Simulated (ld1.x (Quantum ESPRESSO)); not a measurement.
Varying the TM potential for V

Base potential:

- Element: V (Z = 23)
- Generator: ld1.x (Quantum ESPRESSO) 7.5
- Type: norm-conserving Troullier–Martins (Kleinman–Bylander form)
- Functional: PBE
- Relativity: scalar-relativistic
- Frozen core: [Ne]
- Valence charge: 13
- Reference configuration: 3s2 3p6 3d3 4s2 4p0
- Partial waves: 3p (bound): rc 0.85 bohr; 3d (bound): rc 1.15 bohr; 3s (bound): rc 1.20 bohr
- Local potential: the s channel
- Core correction: none

Occupied shells without a wave of their own: 4s. They enter only through the test configuration that unscreens the potential.

All-electron outer shells of the reference configuration (PBE, scalar-relativistic, ld1.x):

```
shell  level (eV)  outermost node (bohr)  outermost maximum (bohr)
   2s     -602.64                   0.09                      0.26
   2p     -503.16                      –                      0.21
   3s      -70.24                   0.38                      0.82
   3p      -44.04                   0.35                      0.84
   3d       -5.16                      –                      0.90
   4s       -4.70                   1.17                      2.76
   4p       -1.44                   1.30                      3.63
```

Cutoffs, loose and tight: the cutoffs (Ry, on a coarse ladder) from which the occupation-weighted sum of valence levels, in a spherical-Bessel basis at the reference potential, stays within 10 and 1 mRy of its value at 400 Ry. They do not see the model core or the augmentation charge, which bear on the density cutoff. Test errors are all-electron minus pseudo excitation energies from the reference, over the configurations 3s2 3p6 3d3 4s1 4p0; 3s2 3p6 3d3 4s0 4p0; 3s2 3p6 3d2 4s0 4p0; 3s2 3p6 3d3 4s0 4p1; 3s2 3p6 3d2 4s2 4p0; 3s2 3p6 3d1 4s0 4p0; 3s2 3p6 3d3 4s0 4p2. A dash means not determined; rows that change the core or the reference have their own tests.

On the changes marked as counting shells twice: ld1.x takes every shell without a wave as core, so the model core holds the marked electrons as well and exchange and correlation see them twice. This cancels in the reference configuration, but the file is broken for other ones, and its errors say nothing about a proper core correction.

```csv
change,outcome,"cutoff, loose","cutoff, tight",bound ghosts,largest test error (meV)
base,"generated, misses its reference levels by 0.18 eV",140 Ry,200 Ry,none,-1297
wave 3s (bound): rc 1.20 bohr becomes 3s (bound): rc 1.56 bohr,"generated, misses its reference levels by 0.72 eV",140 Ry,200 Ry,none,-5241
core correction a·sin(br)/r model core inside 0.72 bohr (4s counted twice),"generated, misses its reference levels by 0.18 eV",140 Ry,200 Ry,none,-2398
wave 3p (bound): rc 0.85 bohr becomes 3p (bound): rc 1.14 bohr,"generated, misses its reference levels by 0.18 eV",140 Ry,180 Ry,none,-1292
wave 3d (bound): rc 1.15 bohr becomes 3d (bound): rc 1.26 bohr,"generated, misses its reference levels by 0.18 eV",120 Ry,200 Ry,none,-1275
functional PBEsol,"generated, misses its reference levels by 0.18 eV",140 Ry,200 Ry,none,-1288
"core [Ne] 3s2, valence charge 11; reference 3p6 3d3 4s2 4p0; waves now 3p (bound): rc 0.85 bohr; 3d (bound): rc 1.10 bohr; 4s (bound): rc 2.35 bohr; core correction Bessel-smoothed model core, default radius (core density twice the valence density)",generated,140 Ry,200 Ry,none,-211 over the solved tests; 2 of 7 tests not solved or not reliable
local potential the d channel,"generated, misses its reference levels by 0.37 eV",140 Ry,200 Ry,none,-3381
```

(1) What comes out with this change to the base: all radii scaled by about 1.22 (s 1.46, p 1.04, d 1.40 bohr)?

Results:

(1) outcome: generated, misses its reference levels by 0.57 eV; cutoff, loose: 100 Ry; cutoff, tight: 160 Ry; bound ghosts: none; largest test error (meV): -4086.
